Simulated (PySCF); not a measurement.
**Broadened absorption spectrum of (H3Sn)2CH2**

(H3Sn)2CH2, CH8Sn2.
Z-matrix (Å and degrees, PBE0-D3(BJ)/def2-SVP geometry), rows numbered from 1:
```
Sn
H   1  1.7164
H   1  1.7165  2  109.17
H   1  1.7150  2  109.41  3  -119.22
C   1  2.1540  2  110.37  3   120.42
Sn  5  2.1542  1  114.61  2  -169.49
H   6  1.7163  5  109.62  1   -43.37
H   6  1.7165  5  110.38  1  -163.60
H   6  1.7147  5  109.16  1    76.13
H   5  1.1007  1  108.52  2    68.60
H   5  1.1011  1  108.62  2   -48.20
```

Level of theory: TDDFT CAM-B3LYP/def2-SVPD, vertical, gas phase, core orbitals frozen in the response, def2 core potentials past Kr (PySCF). Spin–orbit coupling is left out.

Each state is given a Gaussian of 0.4 eV full width at half maximum, with ε(max) = 2.175×10⁸ f / Δν̃ (Δν̃ the width in cm⁻¹). The width is an assumption, not a result. The curve ends short of the highest state used, and states not computed would add to its high-energy end.

| λ (nm) | ε (L mol⁻¹ cm⁻¹) |
| --- | --- |
| 168.1 | 26748 |
| 169.1 | 29023 |
| 170.1 | 29779 |
| 171.1 | 29034 |
| 172.1 | 27124 |
| 173.1 | 24585 |
| 174.1 | 21982 |
| 175.1 | 19753 |
| 176.1 | 18114 |
| 177.1 | 17046 |
| 178.2 | 16301 |
| 179.2 | 15722 |
| 180.2 | 14985 |
| 181.2 | 13940 |
| 182.2 | 12550 |
| 183.2 | 10884 |
| 184.2 | 9070 |
| 185.2 | 7256 |
| 186.2 | 5574 |
| 187.2 | 4113 |
| 188.2 | 2918 |
| 189.2 | 1993 |
| 190.2 | 1311 |
| 191.2 | 833 |
| 192.2 | 510 |
| 193.2 | 303 |
| 194.2 | 174 |
| 195.2 | 96 |
| 196.2 | 52 |
| 197.2 | 27 |

(1) Where are the band maxima, and which computed states make them?

(2) On this curve, what absorbance would a 10⁻³ mol/L sample give at 193 nm over a 1 cm path?

(3) Coming from long wavelengths, where does ε first pass 100 L mol⁻¹ cm⁻¹?

Answers

(1) 170 nm (7.29 eV), ε about 30000, made up of S2 (96%) (ε in L mol⁻¹ cm⁻¹; maxima over ε = 5, shares over 10%). The states used: S1 6.89 eV (f 0.202); S2 7.30 eV (f 0.426); S3 7.52 eV (f 0.0027); S4 7.61 eV (f 0.0086); S5 7.63 eV (f 0.012); S6 7.88 eV (f 0.014); S7 7.89 eV (f 0.022); S8 7.94 eV (f 0.120); S9 7.98 eV (f 0.056).

(2) 193 nm is 6.424 eV, where ε is about 340 L mol⁻¹ cm⁻¹, so A = ε c l ≈ 0.34 (Beer–Lambert, with the gas-phase spectrum and the assumed width).

(3) At about 195 nm (6.35 eV), 0.53 eV below S1.

All these states lie below the vertical ionisation energy of 9.87 eV (ΔSCF).
